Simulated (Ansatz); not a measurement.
Compare A (`OB[NH][AlH2]`) with its isomer B (`B[O][AlH][NH2]`).

Gas-phase electronic energies from Ansatz, PBE0-D4/def2-TZVP geometries. CCSD(T)/CBS adds triple-zeta CCSD(T) − MP2 to the extrapolated MP2 energy (def2 sets, frozen cores). Functionals use def2-TZVPP. B3LYP here is the variant with VWN-RPA as its local correlation; programs differ in this. Each species was taken in one conformer, which may not be the lowest.

A:

Z-matrix (Å, degrees):
```
B
N 1 1.428
O 1 1.364 2 123.1
H 1 1.199 2 120.7 3 -180.0
Al 2 1.788 1 128.4 3 -0.0
H 2 1.010 1 113.2 3 180.0
H 3 0.963 1 114.3 2 0.0
H 5 1.578 2 120.2 1 180.0
H 5 1.587 2 115.5 1 -0.0
```

B:

```xyz
9

B     1.757    1.244    0.274
O     0.538    0.720    0.173
Al   -1.014    0.073    0.044
N    -1.171   -1.625   -0.385
H     2.330    1.226    1.334
H     2.280    1.733   -0.697
H    -2.262    0.989    0.307
H    -0.407   -2.257   -0.564
H    -2.052   -2.102   -0.485
```

Which is lower in electronic energy at CCSD(T)/CBS, and by how much? (Estimate.)

Computed: B, by 8.1 kcal/mol.

Give E(B) − E(A) in kcal/mol with CCSD(T)/def2-TZVPP, PBE0-D4, B3LYP, B3LYP-D4, LDA (SPW92), BLYP-D4, B2PLYP. (Estimate.)

Computed: CCSD(T)/def2-TZVPP -7.5, PBE0-D4 -5.6, B3LYP -8.9, B3LYP-D4 -8.3, LDA (SPW92) -2.4, BLYP-D4 -7.9, B2PLYP -8.9. None reverses the order clearly.

Does the order hold for the free energy at 298.15 K (harmonic terms from PBE0-D4)? (Estimate.)

Ansatz gave: Yes: G(B) − G(A) = -9.8 kcal/mol, for one conformer each.

Largest T1 diagnostic: 0.013.

At CCSD(T), def2-SVP lies +3.4 kcal/mol from the extrapolated value and def2-TZVPP +0.6 kcal/mol. Leaving LDA and LC-ωPBE aside and taking each functional with its dispersion term where it has one, the values, not all of them listed here, spread over 4.4 kcal/mol, from BHLYP-D4 to revPBE-D4. LDA lies +2.9 kcal/mol from PBE without D4.
